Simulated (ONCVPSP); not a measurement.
u(r) = r·R(r): atom against pseudo-atom (fluorine (F))

Columns: radius, all-electron u(r) and pseudo u(r) of the 2s shell (level -30.02 eV) of fluorine in the configuration [He] 2s1.75 2p5.25; PBE, scalar-relativistic, ONCV scheme, ONCVPSP 4.0.1.

```tsv
r (bohr)	all-electron	pseudo
0.093	-0.4515	0.0825
0.185	-0.2322	0.1992
0.278	0.1405	0.3653
0.370	0.4777	0.5601
0.463	0.7339	0.7517
0.555	0.8995	0.9008
0.648	0.9913	0.9912
0.740	1.0245	1.0244
0.833	1.0164	1.0164
0.925	0.9808	0.9808
1.018	0.9271	0.9271
1.110	0.8641	0.8640
1.203	0.7957	0.7956
1.295	0.7270	0.7270
1.388	0.6591	0.6591
1.480	0.5949	0.5949
1.573	0.5340	0.5340
1.665	0.4782	0.4782
1.758	0.4264	0.4263
1.850	0.3797	0.3797
1.943	0.3370	0.3370
2.035	0.2990	0.2989
2.128	0.2645	0.2645
2.220	0.2340	0.2340
2.313	0.2065	0.2065
2.405	0.1823	0.1823
```

Task: How many radial nodes do the two functions have?

Result: The all-electron 2s function has n − l − 1 = 1; the pseudo-wave has 0, since the states of the same l below it are removed with the core.

Task: At about which radius was the pseudo-wave matched?

Result: 0.65 bohr, where the columns begin to agree (steps of 0.09 bohr).

Task: Is the pseudo-wave norm-conserving?

Result: Yes: the ONCV scheme keeps the norm inside the radius equal to the all-electron one, which fixes the energy derivative of the logarithmic derivative at the level.
